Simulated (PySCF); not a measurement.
# Ionisation energy of Ru+ by level of theory

Ru+ [Kr] 4d7 [4d3/2^4 4d5/2^3, M_J = 9/2] → Ru(2+) [Kr] 4d6 [4d3/2^4 4d5/2^2, M_J = 4], as a difference of total energies. Computed with PySCF 2.14 in x2c-QZVPPall-2c (13s12p9d4f2g, 140 functions), with the two-component X2C-1e Hamiltonian. Correlated levels: [Ar] 3d10 frozen; the 32 highest virtual spinors dropped. "Screened" scales the spin-orbit matrix elements by Boettger's factors to mimic the two-electron term; Breit and QED terms are absent.

```json
{"method": "GHF (spin-free)", "ionisation energy (eV)": "14.828"}
{"method": "GMP2 (spin-free)", "ionisation energy (eV)": "16.569"}
{"method": "GHF (screened spin-orbit)", "ionisation energy (eV)": "14.868"}
{"method": "GMP2 (screened spin-orbit)", "ionisation energy (eV)": "16.615"}
```

The spin-free rows relax to the high-spin LS determinant and lack the spin-orbit shift.

The labels give the starting determinants; with spin-orbit coupling the two ends relaxed to ⟨J²⟩ = 24.77, ⟨L²⟩ = 12.13, ⟨S²⟩ = 3.74 and ⟨J²⟩ = 20.02, ⟨L²⟩ = 6.08, ⟨S²⟩ = 5.97.

**Question.** Which method comes closest to the reference value, and which is furthest?

**Answer.** The reference is 16.76 ± 0.06 eV (semi-empirical (NIST evaluation); NIST Atomic Spectra Database, ionization energies). Closest: GMP2 (screened spin-orbit) (error -0.145 eV); furthest: GHF (spin-free) (error -1.932 eV).
